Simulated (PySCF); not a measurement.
O²⁺ (oxygen, charge +2) across methods

[He] 2s1 2p3, high-spin 5S determinant (an excited configuration). All numbers are calculated (PySCF 2.14, scalar relativity by spin-free X2C-1e, in x2c-QZVPPall (7s4p3d2f1g, 57 functions)).

```csv
method,E (hartree),mean ε 1s β (eV),mean ε 2s α (eV),mean ε 2p α (eV),Σ⟨r²⟩ (bohr²),⟨S²⟩
BLYP,-73.0245,-553.87,-60.486,-45.395,4.968,6.000
TPSSh,-73.0632,-560.91,-63.221,-47.103,4.942,6.000
PBE0,-72.9998,-564.89,-65.096,-48.691,4.942,6.000
r2SCAN,-73.0666,-558.15,-63.085,-46.822,4.914,6.000
TPSS,-73.0640,-556.47,-61.649,-45.967,4.951,6.000
UHF,-72.95554,-600.09,-77.043,-56.921,4.890,6.000
PBE,-72.9780,-552.90,-60.963,-45.784,4.971,6.000
LDA,-72.4901,-548.91,-60.467,-45.734,4.994,6.000
```

Task: Estimate the same row for B97-3.

Result: E (hartree) = -73.0348; mean ε 1s β (eV) = -566.35; mean ε 2s α (eV) = -65.262; mean ε 2p α (eV) = -48.739; Σ⟨r²⟩ (bohr²) = 4.929; ⟨S²⟩ = 6.000.
